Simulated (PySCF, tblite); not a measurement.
A database entry of computed molecular properties. Lists by class give the value and the number of equivalent atoms.

```json
{
 "formula": "C7H11",
 "smiles": "CC1([C@H]2[CH]C2)CC1",
 "inchi": "InChI=1S/C7H11/c1-7(4-5-7)6-2-3-6/h2,6H,3-5H2,1H3/t6-/m0/s1",
 "charge": 0,
 "multiplicity": 2,
 "geometry_level": "GFN2-xTB",
 "atoms_angstrom": [
  ["C", -1.168, 1.444, -0.294],
  ["C", -0.458, 0.185, 0.154],
  ["C", 1.019, 0.389, 0.358],
  ["C", 1.975, -0.71, 0.467],
  ["C", 2.035, 0.103, -0.745],
  ["C", -0.953, -1.133, -0.365],
  ["C", -1.19, -0.759, 1.067],
  ["H", -1.082, 2.223, 0.463],
  ["H", -2.224, 1.249, -0.466],
  ["H", -0.73, 1.817, -1.219],
  ["H", 1.227, 1.282, 0.943],
  ["H", 1.845, -1.762, 0.6],
  ["H", 2.836, 0.819, -0.87],
  ["H", 1.703, -0.324, -1.686],
  ["H", -1.795, -1.13, -1.041],
  ["H", -0.234, -1.91, -0.578],
  ["H", -2.194, -0.505, 1.373],
  ["H", -0.619, -1.272, 1.827]
 ],
 "electronic_structure_code": "PySCF",
 "results": {
  "GFN2-xTB geometry": {
   "point_group": "C1",
   "rotational_constants_GHz": [4.352, 2.295, 1.873]
  },
  "GFN2-xTB harmonic vibrations, gas phase": {
   "strongest_ir_bands_cm-1_km_per_mol_modes": [
    [613.3, 39.1, 1],
    [3001.3, 34.1, 1],
    [3010.5, 46.6, 1],
    [3020.5, 35.0, 1],
    [3105.3, 57.9, 1],
    [3150.6, 46.6, 1]
   ],
   "zpe_kcal_per_mol": 97.5
  },
  "UKS B3LYP, pcH-1 on C H, non-relativistic, mean-field spin-orbit, GIAO": {
   "g_iso": 2.00272,
   "g_tensor": [2.00219, 2.00287, 2.00309],
   "s2": 0.753,
   "a_iso_by_class_MHz": [
    ["13C", 279.6, 1],
    ["1H", 88.3, 1],
    ["1H", 84.1, 1],
    ["1H", 56.4, 1],
    ["13C", -21.5, 1]
   ],
   "spin_populations_mulliken_by_atom": [0.0, 0.02, -0.04, 0.97, -0.03, 0.01, 0.0, 0.0, 0.0, 0.0, 0.03, -0.02, 0.04, 0.02, 0.0, 0.0, 0.0, 0.0]
  }
 }
}
```

The rotational constants make it an asymmetric top with κ = (2B − A − C)/(A − C) = -0.66, nearer the prolate limit (−1). g_iso is shifted by about +400 ppm from the free-electron value 2.002319; the principal values span 0.0009. At 9.50 GHz, hν = g·μB·B₀ (B₀ the magnetic field) puts the centre of the isotropic spectrum, to first order, at 338.9 mT. ⟨S²⟩ is 0.003 above the pure-spin value S(S + 1) = 0.75. The zero-point energy, half the sum of the 48 harmonic wavenumbers, equals 34100 cm⁻¹ or 408 kJ/mol.

 In GFN2-xTB open shells enter through the occupations alone, without spin polarisation, so single modes can be far off. Hyperfine couplings depend on the geometry, which wasn't re-optimised at a DFT level. Couplings of like nuclei are plain means over topologically equivalent atoms, as if these changed places fast (by rotation of a methyl-like group, say); in this geometry the members of some sets differ.

For the EPR job (B3LYP), on x86-64 server, one thread, shared host, this took 2.3 min wall, 97 s CPU (with the writing of density and orbital grids).

The values belong to the conformer `[CH3:1][C:2]1([C@H:3]2[CH:4][CH2:5]2)[CH2:6][CH2:7]1`: C1–C2–C3–C4 -165°.
